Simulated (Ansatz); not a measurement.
Stepwise reaction of `[NH]=[V]([NH2])([F])[F]` with water, as a gas-phase model of exchange steps in deposition or etching. ΔE in kJ/mol; ΔG adds harmonic PBE0-D4 terms to CCSD(T)/CBS, at 1 bar.

Calculated with Ansatz (gas phase, PBE0-D4/def2-TZVP geometries, no zero-point term in ΔE). CCSD(T)/CBS adds triple-zeta CCSD(T) − MP2 to the extrapolated MP2 energy (def2 sets, frozen cores). This one scheme is used for every species. DFT in def2-TZVPP. B3LYP here is the variant with VWN-RPA as its local correlation; programs differ in this. For V outer-core shells are correlated without core-valence functions, which leaves a few kJ/mol of doubt a bond. Scalar relativity is left out up to krypton. One conformer a species, not always the lowest.

```
step                                                            reaction  PBE-D4  B3LYP-D4  ωB97M-V  CCSD(T)/CBS  ΔG(400 K)
   1  `[NH]=[V]([NH2])([F])[F]` + H₂O → `[NH]=[V]([NH2])([OH])[F]` + H–F    34.5      34.4     35.1         26.9       28.3
```

**Question.** Give the row of step 2, `[NH]=[V]([NH2])([OH])[F]` + H₂O → `[NH]=[V]([NH2])([OH])[OH]` + H–F. (Estimate.)

**Answer.** Computed: 
```json
{"step": "2", "reaction": "`[NH]=[V]([NH2])([OH])[F]` + H₂O → `[NH]=[V]([NH2])([OH])[OH]` + H–F", "PBE-D4": "42.4", "B3LYP-D4": "42.3", "ωB97M-V": "42.6", "CCSD(T)/CBS": "33.1", "ΔG(400 K)": "32.0"}
```

**Question.** By hand: ΔE of the 2 steps together at CCSD(T)/CBS.

**Answer.** (26.9) + (33.1) = 60.0 kJ/mol, or 30.0 kJ/mol a step.

In ΔE each step is higher than the one before. All are uphill at CCSD(T)/CBS. ΔG lies between 28.3 and 32.0 kJ/mol a step. PBE-D4 differs from CCSD(T)/CBS by 7.6 to 9.3 kJ/mol a step. Isolated molecules leave out the surface, adducts and barriers. Largest T1 diagnostic: 0.030.
